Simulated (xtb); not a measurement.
H4O4Ti, charge +1, doublet, geometry from GFN2-xTB (such geometries of metal compounds can be far from the true shape) (the multiplicity is a formal guess); GFN0-xTB (xtb 6.7.1).

The xtb input:
```
$ xtb mol.xyz --gfn 0 --chrg 1 --uhf 1 --hess --json

# file mol.xyz
9

Ti    -0.00000000     0.00000000    -0.00000000
O      1.43074308    -0.32876389    -0.89434576
H      2.23426518    -0.51340154    -1.39662084
O      0.41940695     0.47142343     1.59900705
H      0.65495081     0.73618036     2.49702818
O     -0.87263985     1.27020904    -0.76159995
H     -1.36272462     1.98357334    -1.18932341
O     -0.97751018    -1.41286858     0.05693866
H     -1.52649136    -2.20635216     0.08891607
```

Problem. Predict the main parts of the log of this xtb run.

Solution. 
```
   ID    Z sym.   atoms
    1   22 Ti     1
    2    8 O      2, 4, 6, 8
    3    1 H      3, 5, 7, 9

           -------------------------------------------------
          |                Calculation Setup                |
           -------------------------------------------------

           -------------------------------------------------
          |                 G F N 0 - x T B                 |
           -------------------------------------------------

          ...................................................
          :                      SETUP                      :
          :.................................................:
          :  # basis functions                  34          :
          :  # atomic orbitals                  33          :
          :  # shells                           19          :
          :  # electrons                        31          :
          :  electronic temp.          300.0000000     K    :
          :  accuracy                    1.0000000          :
          :  -> integral cutoff          0.2500000E+02      :
          :  -> integral neglect         0.1000000E-07      :
          ...................................................

         :::::::::::::::::::::::::::::::::::::::::::::::::::::
         ::                     SUMMARY                     ::
         :::::::::::::::::::::::::::::::::::::::::::::::::::::
         :: total energy             -15.171506167258 Eh    ::
         :: gradient norm              0.002332789124 Eh/a0 ::
         :: HOMO-LUMO gap              5.640084261324 eV    ::
         ::.................................................::
         :: H0 energy                -16.246410015851 Eh    ::
         :: repulsion energy           0.114797141214 Eh    ::
         :: electrostat energy         0.962019115135 Eh    ::
         :: -> Gsolv                   0.000000000000 Eh    ::
         ::    -> Gsasa                0.000000000000 Eh    ::
         ::    -> Gshift               0.000000000000 Eh    ::
         :: dispersion energy         -0.001912407755 Eh    ::
         :: short-range corr.          0.000000000000 Eh    ::
         :: add. restraining           0.000000000000 Eh    ::
         :: total charge               1.000000000000 e     ::
         :::::::::::::::::::::::::::::::::::::::::::::::::::::

           -------------------------------------------------
          |                Numerical Hessian                |
           -------------------------------------------------
step length          :   0.00500
SCC accuracy         :   0.30000
Hessian scale factor :   1.00000
frozen atoms in %    :   0.00000    0
RMS gradient         :   0.00233 !! INCOMPLETELY OPTIMIZED GEOMETRY !!
estimated CPU  time      0.00 min

writing file <hessian>.

 projected vibrational frequencies (cm⁻¹)
eigval :       -0.00    -0.00    -0.00    -0.00     0.00     0.00
eigval :       80.75    80.76    80.77    84.33    84.34   438.79
eigval :      438.82   438.86   453.00   453.09   454.99   455.04
eigval :      455.07   459.07   505.31   505.32   505.32  3414.60
eigval :     3418.00  3418.02  3418.04
           -------------------------------------------------
          |                Property Printout                |
           -------------------------------------------------

    * Orbital Energies and Occupations

         #    Occupation            Energy/Eh            Energy/eV
      -------------------------------------------------------------
         1        2.0000           -0.7011709             -19.0798
       ...           ...                  ...                  ...
         4        2.0000           -0.6836998             -18.6044
         5        2.0000           -0.5358521             -14.5813
         6        2.0000           -0.5213763             -14.1874
         7        2.0000           -0.5213763             -14.1874
         8        2.0000           -0.5213763             -14.1874
[...]
  25:  0.00  26:  0.00  27:  0.00
 output can be read by thermo (or use thermo option).
 writing <g98.out> molden fake output.
 recommended (thermochemical) frequency scaling factor: 1.0
           -------------------------------------------------
          |             Thermodynamic Functions             |
           -------------------------------------------------

td  symmetry found (for desy threshold:  0.10E+00) used in thermo

          ...................................................
          :                      SETUP                      :
          :.................................................:
          :  # frequencies                          21      :
          :  # imaginary freq.                       0      :
          :  linear?                             false      :
          :  only rotor calc.                    false      :
          :  symmetry                               td      :
          :  rotational number                      12      :
          :  scaling factor                  1.0000000      :
          :  rotor cutoff                   50.0000000 cm⁻¹ :
          :  imag. cutoff                  -20.0000000 cm⁻¹ :
          :.................................................:

    mode    ω/cm⁻¹     T·S(HO)/kcal·mol⁻¹    T·S(FR)/kcal·mol⁻¹   T·S(vib)
   ------------------------------------------------------------------------
       1     80.75    -1.15458 ( 87.19%)    -0.91412 ( 12.81%)    -1.12377
       2     80.76    -1.15452 ( 87.19%)    -0.91408 ( 12.81%)    -1.12372
       3     80.77    -1.15447 ( 87.19%)    -0.91406 ( 12.81%)    -1.12369
       4     84.33    -1.12925 ( 89.00%)    -0.90130 ( 11.00%)    -1.10418
       5     84.34    -1.12918 ( 89.01%)    -0.90126 ( 10.99%)    -1.10412
   ------------------------------------------------------------------------

   temp. (K)  partition function   enthalpy   heat capacity  entropy
                                   cal/mol     cal/K/mol   cal/K/mol   J/K/mol
 298.15  VIB  0.104E+04             4320.425     25.192     27.825
         ROT  0.112E+05              888.752      2.981     21.503
         INT  0.116E+08             5209.177     28.173     49.329
         TR   0.121E+28             1481.254      4.968     40.140
         TOT                        6690.4312    33.1409    89.4683   374.3354

       T/K    H(0)-H(T)+PV         H(T)/Eh          T*S/Eh         G(T)/Eh
   ------------------------------------------------------------------------
    298.15    0.106619E-01    0.554103E-01    0.425093E-01    0.129010E-01
   ------------------------------------------------------------------------

         :::::::::::::::::::::::::::::::::::::::::::::::::::::
         ::                  THERMODYNAMIC                  ::
         :::::::::::::::::::::::::::::::::::::::::::::::::::::
         :: total free energy         -15.158605191725 Eh   ::
         ::.................................................::
         :: total energy              -15.171506167258 Eh   ::
         :: zero point energy           0.044748376731 Eh   ::
         :: G(RRHO) w/o ZPVE           -0.031847401198 Eh   ::
         :: G(RRHO) contrib.            0.012900975533 Eh   ::
         :::::::::::::::::::::::::::::::::::::::::::::::::::::

           -------------------------------------------------
          | TOTAL ENERGY              -15.171506167258 Eh   |
          | TOTAL ENTHALPY            -15.116095909694 Eh   |
          | TOTAL FREE ENERGY         -15.158605191725 Eh   |
          | GRADIENT NORM               0.002332789124 Eh/α |
          | HOMO-LUMO GAP               5.640084261324 eV   |
           -------------------------------------------------
########################################################################
[WARNING] Runtime exception occurred
-1- hessian_numhess: Hessian on incompletely optimized geometry!
########################################################################

normal termination of xtb
```
